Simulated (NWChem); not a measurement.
System: CH4S2Te; SMILES CS[Te]S

The following NWChem deck was run.

```
start job
memory heap 200 mb stack 900 mb global 1100 mb
geometry units angstroms noautoz
  Te     0.638669    -0.402461    -0.018067
  S     -1.355698    -1.772354     0.030174
  H     -1.319866    -2.070647     1.349116
  S     -0.173553     1.752621     0.640213
  C     -0.905077     2.419963    -0.882175
  H     -0.167187     2.481495    -1.693279
  H     -1.251770     3.433900    -0.630638
  H     -1.767137     1.816262    -1.197005
end
basis spherical
  * library def2-svp
end
ecp
  Te library def2-ecp
end
dft
  xc b3pw91
  iterations 150
  mulliken
end
task dft energy
```

Excerpt of the output:

```
             Northwest Computational Chemistry Package (NWChem) 7.3.0
             --------------------------------------------------------

 C1  symmetry detected

                             Geometry "geometry" -> ""
                             -------------------------

 Output coordinates in angstroms (scale by  1.889725989 to convert to a.u.)

  No.       Tag          Charge          X              Y              Z
 ---- ---------------- ---------- -------------- -------------- --------------
    1 Te                  52.0000     0.65674489    -0.37766248    -0.07188024
    2 S                   16.0000    -1.30598568    -1.78792955     0.05168858
    3 H                    1.0000    -1.20932782    -2.09145614     1.36637467
    4 S                   16.0000    -0.17048408     1.75747327     0.63118673
    5 C                    6.0000    -0.97796434     2.41678837    -0.85589671
    6 H                    1.0000    -0.27584419     2.49697801    -1.69658360
    7 H                    1.0000    -1.33417619     3.42232558    -0.58470828
    8 H                    1.0000    -1.84008375     1.79717164    -1.13793483

 Effective nuclear repulsion energy (a.u.)     557.7201213802

                                 NWChem DFT Module
                                 -----------------

 Summary of "ao basis" -> "ao basis" (spherical)
 ------------------------------------------------------------------------------
       Tag                 Description            Shells   Functions and Types
 ---------------- ------------------------------  ------  ---------------------
 Te                         def2-svp                10       26   4s4p2d
 S                          def2-svp                 8       18   4s3p1d
 H                          def2-svp                 3        5   2s1p
 C                          def2-svp                 6       14   3s2p1d

            General Information
            -------------------
          SCF calculation type: DFT
          Wavefunction type:  closed shell.
          No. of atoms     :     8
          No. of electrons :    66
           Alpha electrons :    33
            Beta electrons :    33
          Charge           :     0
          Spin multiplicity:     1
          Use of symmetry is: off; symmetry adaption is: off
          Maximum number of iterations: 150
          AO basis - number of functions:    96
                     number of shells:    44
          Convergence on energy requested:  1.00D-06
          Convergence on density requested:  1.00D-05
          Convergence on gradient requested:  5.00D-04

              XC Information
              --------------
                       B3PW91 Method XC Functional
                     Hartree-Fock (Exact) Exchange  0.200
                        Slater Exchange Functional  0.800 local
                    Becke 1988 Exchange Functional  0.720 non-local
                Perdew 1991 Correlation Functional  0.810 non-local
            Perdew 1991 LDA Correlation Functional  1.000 local

             Grid Information
             ----------------
          Grid used for XC integration:  medium
          Radial quadrature: Mura-Knowles
          Angular quadrature: Lebedev.
          Tag              B.-S. Rad. Rad. Pts. Rad. Cut. Ang. Pts.
          ---              ---------- --------- --------- ---------
          Te                  1.40      123          11.0       590
          S                   1.00       88          12.0       590
          H                   0.35       45          13.0       434
          C                   0.70       49          12.0       434
          Grid pruning is: on
          Number of quadrature shells:   528
          Spatial weights used:  Erf1

      Superposition of Atomic Density Guess
      -------------------------------------

 Sum of atomic energies:       -1145.54028187

      Non-variational initial energy
      ------------------------------

 Total energy =   -1102.440519
 1-e energy   =   -2250.308751
 2-e energy   =     830.867075
 HOMO         =      -0.226198
 LUMO         =      -0.024613

     ---------------------------------------------
      Total Density - Mulliken Population Analysis
     ---------------------------------------------

    Atom       Charge   Shell Charges
 -----------   ------   -------------------------------------------------------
    1 Te  24    23.69   1.77  0.27  1.21  0.63  2.89  3.14  1.85  1.82  9.85  0.25
    2 S   16    16.35   2.00  1.99  1.20  0.66  5.94  1.73  2.80  0.03
    3 H    1     0.81   0.59  0.19  0.03
    4 S   16    16.26   2.00  1.99  1.20  0.67  5.94  1.70  2.70  0.05
    5 C    6     6.23   1.99  0.95  0.24  1.94  1.08  0.02
    6 H    1     0.89   0.67  0.19  0.02
    7 H    1     0.89   0.67  0.19  0.02
    8 H    1     0.89   0.67  0.19  0.02

   convergence    iter        energy       DeltaE   RMS-Dens  Diis-err
 ---------------- ----- ----------------- --------- --------- ---------
 d= 0,ls=0.0,diis     1  -1104.6667734747 -1.42D+03  1.04D-02  3.50D-01
 d= 0,ls=0.0,diis     2  -1104.6899742913 -2.32D-02  5.62D-03  1.28D-01
 d= 0,ls=0.0,diis     3  -1104.7059104947 -1.59D-02  2.37D-03  3.47D-02
 d= 0,ls=0.0,diis     4  -1104.7111266490 -5.22D-03  6.31D-04  2.97D-03
 d= 0,ls=0.0,diis     5  -1104.7116374393 -5.11D-04  1.14D-04  7.77D-05
  Resetting Diis
 d= 0,ls=0.0,diis     6  -1104.7116491089 -1.17D-05  3.94D-05  1.19D-05
 d= 0,ls=0.0,diis     7  -1104.7116508378 -1.73D-06  2.58D-05  9.26D-07
 d= 0,ls=0.0,diis     8  -1104.7116506598  1.78D-07  1.67D-05  1.89D-06
 d= 0,ls=0.0,diis     9  -1104.7116509934 -3.34D-07  2.28D-06  3.08D-08

         Total DFT energy =    -1104.711650993359
      One electron energy =    -2252.691650026286
           Coulomb energy =      910.096977139189
    Exchange-Corr. energy =      -79.118135475916
 Nuclear repulsion energy =      317.001157369655

 Numeric. integr. density =       65.999999612754

[...]
```

Level: B3PW91/def2-SVP with def2 effective core potentials on Te. Structure relaxed at the PBE0/def2-SVP level. def2 effective core potentials on Te; no spin-orbit coupling.
